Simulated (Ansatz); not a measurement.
Stretching the O4–H5 bond in AlFH2O (SMILES [OH][AlH][F]) (multiplicity 1 held, fragments rigid). Energies count from the point at 0.958 Å.
Geometry at that point (charge 0, multiplicity 1):
| atom | x (Å) | y (Å) | z (Å) |
|---|---|---|---|
| Al | -0.2244 | -0.3699 | 0.1214 |
| H | -1.0285 | -1.6418 | 0.5186 |
| F | 1.2464 | -0.0753 | 0.8183 |
| O | -0.8547 | 0.7027 | -1.0173 |
| H | -0.4341 | 1.5074 | -1.3228 |

Restricted levels (R-, RO-) in cc, def2 and unpolarised 6-31G sets keep to the state of the molecule at rest. U- levels take the lowest unrestricted solution at each point, which mixes spins at long bonds. Active spaces are followed from a long bond inwards. Levels need not reach the same state.

Correlated levels freeze the cores.

Codes used: Ansatz (a quantum-chemistry and plane-wave program) with Gaussian orbitals. Values without a source in brackets are computed.

Energies in kJ/mol.

| R (Å) | U-PBE/cc-pV(T+d)Z | R-B3LYP/cc-pV(T+d)Z | U-CCSD(T)/cc-pV(T+d)Z | FIC-MRCISD+Q on CASSCF(4,3)/cc-pV(T+d)Z |
|---|---|---|---|---|
| 0.766 | 159 | 151 | 151 | 149 |
| 0.862 | 33 | 29 | 28 | 27 |
| 0.958 | 0 | 0 | 0 | 0 |
| 1.054 | 16 | 20 | 21 | 22 |
| 1.150 | 57 | 64 | 66 | 68 |
| 1.293 | 136 | 148 | 152 | 155 |
| 1.437 | 219 | 236 | 240 | 243 |
| 1.677 | 343 | 368 | 370 | 367 |
| 1.916 | 435 | 473 | 465 | 450 |
| 2.203 | 487 | 566 | 520 | 501 |
| 2.587 | 515 | 648 | 534 | 524 |
| 3.066 | 527 | 707 | 537 | 530 |

Doubts at one or more of the structures used: a spin-contaminated determinant (U-PBE/cc-pV(T+d)Z, U-CCSD(T)/cc-pV(T+d)Z); a restricted determinant that unrestricted orbitals would lower (R-B3LYP/cc-pV(T+d)Z); T1 above 0.05 (U-CCSD(T)/cc-pV(T+d)Z); active orbitals that take no part (FIC-MRCISD+Q on CASSCF(4,3)/cc-pV(T+d)Z).
